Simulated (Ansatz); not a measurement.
Pulling on the Si1–Cl3 bond in ClHSi (SMILES [SiH]Cl) (multiplicity 1 held, fragments rigid). Energies count from the point at 2.094 Å.
Geometry at that point (charge 0, multiplicity 1):
```tsv
atom	x (Å)	y (Å)	z (Å)
Si	0.7871	-0.2262	0.7486
H	1.8307	-0.4936	-0.3325
Cl	-0.7559	0.2153	-0.5969
```

U- levels take the lowest unrestricted solution at each point, which mixes spins at long bonds. Active spaces are followed from a long bond inwards. Levels need not reach the same state.

Correlated levels freeze the cores.

Codes used: Ansatz (a program for electronic structure). 

### Question
Give the energy at R = 6.702 Å at the level FIC-MRCISD+Q on CASSCF(6,4)/cc-pV(D+d)Z.

### Answer
91.5 kcal/mol

### Question
Estimate the energy at R = 6.702 Å that FIC-NEVPT4(SD) on CASSCF(6,4)/cc-pV(D+d)Z returns for this input.

### Answer
93.6 kcal/mol

### Question
What energy at R = 6.702 Å does U-SCS-MP2/cc-pV(D+d)Z give?

### Answer
90.5 kcal/mol

Doubts at one or more of the structures used: a spin-contaminated determinant (U-SCS-MP2/cc-pV(D+d)Z); active orbitals that take no part (FIC-NEVPT4(SD) on CASSCF(6,4)/cc-pV(D+d)Z, FIC-MRCISD+Q on CASSCF(6,4)/cc-pV(D+d)Z).
